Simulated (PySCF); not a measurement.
Gas-phase reaction: WF₅OH + 3 FO = WO₃ + 4 F₂ + OH

Computed with PySCF and rigid-rotor harmonic-oscillator thermochemistry at 1 bar. † marks an energy on the PBE0/def2-TZVP geometry and frequencies. MP2 and CCSD(T) freeze the core. Open shells (unrestricted): FO (multiplicity 2), OH (multiplicity 2); the rest are closed-shell singlets. Spin-orbit splitting is ignored; it lowers the true energy and changes the entropy of FO, OH. W: scalar-relativistic def2 core potential, no spin-orbit coupling. WF₅OH: computed as isolated molecules; such fragments, hydroxides, amides, oligomers or adducts are transient or little studied in the gas. MP2 isn't extrapolated to the basis-set limit. CCSD(T) isn't extrapolated to the basis-set limit. Warning, large T1 diagnostic: WF₅OH, WO₃ (CCSD(T)/def2-SVP†).

CCSD(T)/def2-SVP† gives ΔH°(298 K) = 1086 kJ.

Task: What do M06-2X/def2-TZVP†, ωB97M-V/def2-TZVP†, MP2/def2-TZVPP† give?

Result: M06-2X/def2-TZVP†: 1166 kJ; ωB97M-V/def2-TZVP†: 1176 kJ; MP2/def2-TZVPP†: 984 kJ. For scale, ΔH°(298 K) is 1086 kJ at this level, 1176 kJ at ωB97M-V/def2-TZVP†, and runs from 984 to 1433 kJ over the 17 levels computed.
